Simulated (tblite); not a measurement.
C4H10O3Si2.
Cartesian coordinates in Å at the GFN2-xTB level; atoms count from 1:
```xyz
19
C4H10O3Si2 angstrom
C      3.6587   -0.8710   -1.4369
C      3.4429    0.0240   -0.4919
O      2.2412    0.4207   -0.0346
Si     0.7230    0.0108   -0.4478
C     -0.2677    1.1188    0.7411
C     -1.6875    0.9134    0.3923
O     -2.3453    1.6305   -0.3193
O     -2.1953   -0.2120    0.8935
Si    -3.7624   -0.6391    0.5453
H      4.6577   -1.1240   -1.7360
H      2.8444   -1.3688   -1.9309
H      4.2520    0.5352    0.0163
H      0.4357    0.3303   -1.8467
H      0.4565   -1.4058   -0.1878
H     -0.0006    2.1651    0.6154
H     -0.0872    0.8096    1.7679
H     -3.7901   -1.8976    1.2789
H     -3.9155   -0.7969   -0.8953
H     -4.6702    0.3659    1.0843
```

Calculated harmonic vibrations of the isolated species, GFN2-xTB (tblite), most abundant isotopes, no scaling. This tight-binding method is rough: wavenumbers can miss measured ones by several per cent, in bad cases by 10 to 20. Modes of hydrogen on silicon can be 10 to 20 % off. One conformer, not necessarily the lowest.

Harmonic wavenumbers (cm⁻¹): 26.4, 34.1, 51.9, 62.9, 100.3, 107.1, 141.8, 154.8, 161.1, 203.1, 365.7, 496.0, 515.0, 564.3, 598.7, 612.9, 625.2, 659.0, 673.4, 745.4, 751.9, 763.7, 775.6, 780.7, 781.5, 797.7, 805.2, 832.6, 840.6, 989.9, 992.2, 995.0, 1063.8, 1152.8, 1194.7, 1227.7, 1291.6, 1381.1, 1428.9, 1702.3, 1747.2, 2246.6, 2282.7, 2306.6, 2317.3, 2323.7, 3009.8, 3020.8, 3039.2, 3131.7, 3171.4.

A = 3478, B = 438.1, C = 415.3 MHz; mass 162.017 u (most abundant isotopes); point group C1, symmetry number 1.

Problem. Zero-point energy?

Solution. ½Σν̃ = 28023 cm⁻¹ = 335.23 kJ/mol.

Problem. Entropy at 500 K, 1 bar (ideal gas, RRHO, classical rotation)?

Solution. Translation 183.05, rotation 134.51, vibration 292.42: S = 610.0 J/(mol K).

Problem. And Cp and H(500 K) − H(0)?

Solution. Cp = 271.80 J/(mol K), of which vibrations give 238.54 (their classical limit is 51 R = 424.0); H(500 K) − H(0) = 84.00 kJ/mol without the zero-point energy, 67.37 from vibrations.

Problem. How do the functions run with temperature in this model?

Solution. 
```json
{"T (K)": "100", "S (J/(mol K))": "338.7", "Cp (J/(mol K))": "102.9", "H − H(0) (kJ/mol)": "7.31", "G − H(0) (kJ/mol)": "-26.56", "ln q(vib)": "4.19"}
{"T (K)": "200", "S (J/(mol K))": "422.2", "Cp (J/(mol K))": "145.4", "H − H(0) (kJ/mol)": "19.60", "G − H(0) (kJ/mol)": "-64.85", "ln q(vib)": "8.47"}
{"T (K)": "300", "S (J/(mol K))": "490.8", "Cp (J/(mol K))": "195.5", "H − H(0) (kJ/mol)": "36.67", "G − H(0) (kJ/mol)": "-110.56", "ln q(vib)": "12.17"}
{"T (K)": "800", "S (J/(mol K))": "753.6", "Cp (J/(mol K))": "338.0", "H − H(0) (kJ/mol)": "176.46", "G − H(0) (kJ/mol)": "-426.44", "ln q(vib)": "28.04"}
{"T (K)": "1000", "S (J/(mol K))": "832.2", "Cp (J/(mol K))": "365.7", "H − H(0) (kJ/mol)": "246.99", "G − H(0) (kJ/mol)": "-585.21", "ln q(vib)": "33.42"}
```

q(vib) and H(0) count from the zero-point level.

Problem. What must be added to the electronic energy to get the Gibbs energy at 500 K and 1 bar?

Solution. ZPE + [H(500 K) − H(0)] − T·S = 335.23 + 84.00 − 304.99 = 114.24 kJ/mol.

Problem. Blend soft modes into free rotors: weight 1/[1 + (100 cm⁻¹/ν̃)⁴] for the oscillator and the rest for a rotor with moment μB/(μ + B), μ = h/(8π²ν), B = 10⁻⁴⁴ kg m². What vibrational entropy results?

Solution. 255.34 J/(mol K) in place of 292.42, which changes −T·S at 500 K by +18.54 kJ/mol.

Problem. Which modes carry the vibrational entropy at 500 K?

Solution. 26.4 cm⁻¹: 29.75; 34.1 cm⁻¹: 27.62; 51.9 cm⁻¹: 24.13; 62.9 cm⁻¹: 22.54; 100.3 cm⁻¹: 18.68; 107.1 cm⁻¹: 18.13 J/(mol K); the other 45 give 151.58 together.

Hindered rotation and anharmonicity are outside this model. Other conformers, if any are populated, would add a mixing term that is left out. The structure is chiral; the term R ln 2 for an equal mix with its mirror image is left out.

Time: 1.5 s wall. Hardware: an Arm Neoverse N1 with one thread, on a shared host. The figure is for the frequency step alone.
